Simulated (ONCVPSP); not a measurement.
Before and after: ONCV potential for ruthenium

```
Element                 : ruthenium (Ru)
Generator               : ONCVPSP 4.0.1
Type                    : optimised norm-conserving Vanderbilt (ONCV)
Functional              : LDA (Perdew-Wang 92)
Relativity              : scalar-relativistic
Frozen core             : [Kr]
Valence charge          : 8
Reference configuration : 4d7 5s1
Partial waves           : 5s: rc 2.15 bohr, ncon 4, nbas 8, qcut 2.8 1/bohr, 2 projectors, debl 3.4 Ha; p scattering state at 0.09 Ha: rc 2.40 bohr, ncon 4, nbas 7, qcut 4 1/bohr, 2 projectors, debl 3.3 Ha; 4d: rc 2.20 bohr, ncon 4, nbas 9, qcut 6.7 1/bohr, 2 projectors, debl 3.7 Ha
Local potential         : polynomial inside 1.85 bohr (lpopt 5, dvloc0 0 Ha)
Core correction         : none
```

All-electron outer shells of the reference configuration (LDA (PZ), scalar-relativistic, ld1.x):

| shell | level (eV) | outermost node (bohr) | outermost maximum (bohr) |
| --- | --- | --- | --- |
| 4p | -46.53 | 0.49 | 0.98 |
| 4d | -5.40 | 0.48 | 1.21 |
| 5s | -4.52 | 1.24 | 2.73 |

Change: d: debl 4.8.

Cutoffs: the cutoffs (Ha) at which the residual kinetic energy of the hardest occupied pseudo-wave falls to 1 and 0.1 mHa per electron; they do not see the model core or the augmentation charge, which bear on the density cutoff. Errors are all-electron minus pseudo energies relative to the spin-unpolarised reference configuration.

Question: What does the change do?

Answer: The potential gets neither clearly harder nor softer (17 Ha and 32 Ha → 17 Ha and 32 Ha); both files keep a bound ghost (p); the errors of the 3 common tests hardly move; the range in which the d phases agree narrows (upper end at the end of the scan → 1.4).

| quantity | base | changed |
| --- | --- | --- |
| cutoff, loose | 17 Ha | 17 Ha |
| cutoff, tight | 32 Ha | 32 Ha |
| bound ghosts | p | p |
| GHOST(+) flags under 300 eV | s at 45.2 eV | s at 45.2 eV |
| tests with a reliable result | 3 of 4 | 3 of 4 |
| error for 4d7 5s0, meV [ΔE 7.61 eV] | -0.1 | -0.1 |
| error for 4d6 5s0, meV [ΔE 26.04 eV] | +25 | +23 |
| error for 4d6 5s1 5p1, meV [ΔE 5.66 eV] | -30 | -31 |
| s: phases at 2.19 bohr within 0.05 rad from the reference energy up to (Ha; the scan ends near 5) | 1.4 | 1.4 |
| p: phases at 2.44 bohr within 0.05 rad from the reference energy up to (Ha; the scan ends near 5) | 4.4 | 4.4 |
| d: phases at 2.24 bohr within 0.05 rad from the reference energy up to (Ha; the scan ends near 5) | to the end of the scan | 1.4 |

Base: The cutoffs count occupied waves only; projector 2 of the s channel, the hardest unoccupied one, needs 47 Ha at the loose tolerance. Changed file: The cutoffs count occupied waves only; projector 2 of the s channel, the hardest unoccupied one, needs 47 Ha at the loose tolerance. A true bound ghost makes a file unfit for plane-wave use even where its test errors are small: the radial tests pick states by their node count and pass the ghost by.
